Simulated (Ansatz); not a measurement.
Molecule: MoO3, charge 0, multiplicity 1. SMILES: [O]=[Mo](=[O])=[O]
Geometry: optimised at B3LYP-D3(BJ)/def2-TZVP (Ansatz, a quantum-chemistry and plane-wave program).

Property: vertical triplet-singlet gap (E(triplet) - E(singlet); each state is the SCF solution reached for its spin; the molecule has degenerate orbitals, so one determinant may break the symmetry; the UHF <S^2> is 2.30 for the triplet (pure: 2.00); for the triplet T1 is 0.058; for the singlet the Hartree-Fock reference is unstable and T1 is 0.034), in eV. Valence correlation only, unless marked. Open shells are spin-unrestricted. No spin-orbit coupling. The frozen core is the preceding noble-gas configuration, with the filled d and f shells of earlier blocks. In def2 rows, elements after Kr have scalar-relativistic effective core potentials. CBS(X,Y): correlation extrapolated as X^-3; Hartree-Fock from the larger set.

```tsv
level	program	vertical triplet-singlet gap (eV)
HF/def2-SVPD	Ansatz	0.27
HF/def2-QZVPPD	Ansatz	0.25
RI-HF/def2-TZVPPD	Ansatz	0.25
SVWN5/def2-TZVPD	Ansatz	2.22
PBE/def2-TZVPD	Ansatz	2.08
r2SCAN/def2-TZVPD	Ansatz	2.01
B3LYP/def2-TZVPD	Ansatz	2.04
PBE0/def2-TZVPD	Ansatz	2.03
BHLYP/def2-TZVPD	Ansatz	1.63
CAM-B3LYP/def2-TZVPD	Ansatz	1.99
wB97M-V/def2-TZVPD	Ansatz	2.13
wB97X-V/def2-TZVPD	Ansatz	2.13
B2PLYP/def2-TZVPD	Ansatz	2.68
MP2/def2-SVPD	Ansatz	4.56
RI-MP2/def2-TZVPPD	Ansatz	4.51
RI-MP2/def2-QZVPPD	Ansatz	4.55
RI-MP2/CBS(def2-TZVPPD,def2-QZVPPD)	Ansatz	4.57
SCS-MP2/def2-SVPD	Ansatz	4.24
CCSD/def2-SVPD	Ansatz	1.96
CCSD(T)/def2-SVPD	Ansatz	2.34
```
